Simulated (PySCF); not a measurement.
# H₃TcO₂: from structure and modes to constants

Computed with PBE0 in PySCF with Tc def2-TZVP with ECP28, O def2-TZVP, H def2-TZVP; scalar-relativistic core potentials, no spin–orbit coupling; density-fitted integrals.

The singlet minimum has C2v symmetry. Masses (u): Tc 98.90722, O 15.99492, H 1.00782.

```xyz
6
charge 0 multiplicity 1, angstrom
Tc    0.1470    0.0000    0.0000
O    -0.5744    1.4999    0.0000
O    -0.5744   -1.4999    0.0000
H     1.0159    0.0000    1.3663
H     1.0159    0.0000   -1.3663
H     1.7756    0.0000    0.0000
```

Harmonic wavenumbers (cm⁻¹): 292.1 (b1, ×1), 312.8 (a1, ×1), 653.6 (b2, ×1), 665.1 (b1, ×1), 764.9 (a2, ×1), 857.8 (a1, ×1), 876.4 (b2, ×1), 1063.0 (b2, ×1), 1073.1 (a1, ×1), 2104.2 (a1, ×1), 2140.6 (b1, ×1), 2141.1 (a1, ×1).

Question: Find the principal moments of inertia and the rotational constants. What kind of rotor is it?

Answer: About the centre of mass I = 21.711, 75.729, 89.914 u Å². With B = 16.8576/I this gives 0.7765, 0.2226, 0.1875 cm⁻¹. The molecule is an asymmetric top with κ = -0.88.

Question: Find the vibrational entropy and heat capacity at 298.15 K.

Answer: With u = 1.43878 ω/T, each mode gives S = R[u/(eᵘ−1) − ln(1−e⁻ᵘ)] and C = R u² eᵘ/(eᵘ−1)².
```csv
ω (cm⁻¹),u,S (J/(mol K)),C (J/(mol K))
292.1,1.410,6.11,7.06
312.8,1.510,5.64,6.90
653.6,3.154,1.53,3.85
665.1,3.209,1.47,3.76
764.9,3.691,1.00,2.97
857.8,4.140,0.69,2.34
876.4,4.229,0.64,2.23
1063.0,5.130,0.30,1.31
1073.1,5.179,0.29,1.27
2104.2,10.154,0.00,0.03
2140.6,10.330,0.00,0.03
2141.1,10.332,0.00,0.03
```
The sums over all modes are S = 17.7 and C = 31.8 J/(mol K); the softest mode gives 35 % of the entropy.

Question: Give the standard entropy (298.15 K, 1 bar) by its translational, rotational, vibrational and spin parts, and Cp.

Answer: Sackur–Tetrode with M = 133.92 u gives 169.9; rotation with symmetry number 2 gives 92.2; vibration 17.7; spin R ln 1 = 0.0. The total is 279.9 J/(mol K), and Cp = 4 R + 31.8 = 65.0 J/(mol K).

Only a few start shapes were tried, so a lower isomer may exist.
